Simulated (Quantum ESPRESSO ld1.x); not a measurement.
Results of a calculation; reference values are marked as such.
These are the eigenvalues of the occupied orbitals of an atom or ion with whole-number occupations (hartree). Level of theory: scalar-relativistic Kohn-Sham, LDA (Slater exchange, Perdew-Wang correlation), spin-polarised, spherical densities, point nucleus (ld1.x of Quantum ESPRESSO 7.5).

orbital  eigenvalue
1s up      -1906.70
1s down    -1906.69
2s up      -318.284
2s down    -318.278
2p up      -283.224
2p down    -283.218
3s up      -72.6945
3s down    -72.5777
3p up      -61.8830
3p down    -61.7668
3d up      -47.7536
3d down    -47.6624
4s up      -16.5612
4s down    -16.3137
4p up      -12.9868
4p down    -12.7425
4d up      -8.07657
4d down    -7.83692
5s up      -4.06379
5s down    -3.91867
5p up      -3.11305
5p down    -2.99317
4f up      -2.70416

Which element is it, and in what charge state? The configuration may be excited. Open shells, if any, are filled with parallel spins first.

Answer. Z = 65, terbium, charge +5: Tb5+ in [Kr] 4d10 4f7 5s2 5p5. The list shows which subshells hold electrons but not how many an open one holds; the 1s level, -1906.7 hartree, gives Z - s = 61.8 by -(Z - s)^2/2, which with screening and relativity narrows Z to a few neighbours, and the depths of the outer levels then fix element, charge and occupations together.
